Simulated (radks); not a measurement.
Excited configurations of neutral samarium: one electron is placed in a higher orbital outside [Xe] 4f6 6s1. The ground configuration is [Xe] 4f6 6s2. Method: Dirac Kohn-Sham, LDA (Slater exchange, Perdew-Wang correlation), spin-unpolarised, spherical densities, point nucleus; open shells fill j = l - 1/2 first; computed with a radial shooting solver on a logarithmic mesh with Libxc functionals. Excitation = E - E(ground); binding = E(ion) - E, where the ion is the core of charge +1; n* = 1/sqrt(2 binding) in atomic units, and the quantum defect is n - n*.

outer orbital  excitation (eV)  binding (eV)  quantum defect  eigenvalue (eV)
5d3/2                    1.928         4.212           3.203           -1.300
5f5/2                    5.205         0.935           1.185           -0.429
6p1/2                    2.379         3.761           4.098           -1.921
6d3/2                    4.623         1.517           3.005           -0.728
6f5/2                    5.481         0.659           1.455           -0.372
7s1/2                    3.986         2.154           4.487           -1.276
7p1/2                    4.524         1.615           4.098           -0.939
7d3/2                    5.202         0.938           3.192           -0.543
7f5/2                    5.660         0.480           1.675           -0.296

The Delta-SCF ionisation energy is 6.140 eV (NIST Atomic Spectra Database: 5.644 eV, measured). Self-interaction in the functional shifts the binding energies and quantum defects, so they are the method's values and not measured ones. Spin polarisation and multiplet splitting are left out, so open shells lie too high by an amount that depends on their filling.

Beside tabulated values, note that spin-unpolarised runs miss the spin-polarisation part of the exchange energy of open shells.
